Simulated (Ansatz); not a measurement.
Input for Ansatz (a first-principles code): R-B3LYP/def2-TZVPPD on CHN (SMILES C#N). The basis file is the Basis Set Exchange's JSON of that set.

Ansatz 0.2 input:
```yaml
crystal:
  periodic: [false, false, false]
  atoms:
    - {symbol: C, position_ang: [-0.00000000, -0.00000000, -0.02643635]}
    - {symbol: N, position_ang: [0.00000000, 0.00000000, 1.11972940]}
    - {symbol: H, position_ang: [0.00000000, 0.00000000, -1.09319305]}
basis:
  gaussian:
    orbitals: def2-TZVPPD.json
hamiltonian:
  xc: {name: B3LYP}
scf: {lower_state_search: off}
```

Program output:

```
WARN ansatz: RAYON_NUM_THREADS=1 ignored (pool sized by the plan → 1); use --threads N
Functional definition: B3LYP
these checks for a lower state are left out or cut short: stability, starts, cluster_reference, orbital_swaps, neighbouring_geometries, increment
integrals: 0.01 GiB planned
412 factors; their error is unknown
mean field: 0.17 GiB planned
mean field evaluation 1: about -2539.4497 eV, gradient 4.4e1 eV
mean field evaluation 2: about -2531.3100 eV, gradient 7.2e1 eV
mean field evaluation 4: about -2543.2976 eV, gradient 2.2e0 eV
mean field evaluation 8: about -2543.3108 eV, gradient 2.5e-2 eV
mean field -2543.31085065 eV, -93.4649498434 hartree, gradient 5.5e-6 eV, S^2 0.000000; 0 other end points of the search recorded, 0 dependent functions left out
reference -2543.31102874 eV, -93.4649563881 hartree; 7, 7 occupied and 84, 84 virtual orbitals, 412 factors
Total energy: -2543.31102874 eV, -93.4649563881 hartree
Checks for a lower state left out: stability, starts, cluster_reference, orbital_swaps, neighbouring_geometries, increment
```

Self-consistency was reached.

Cost: very roughly 0.8 core-seconds.
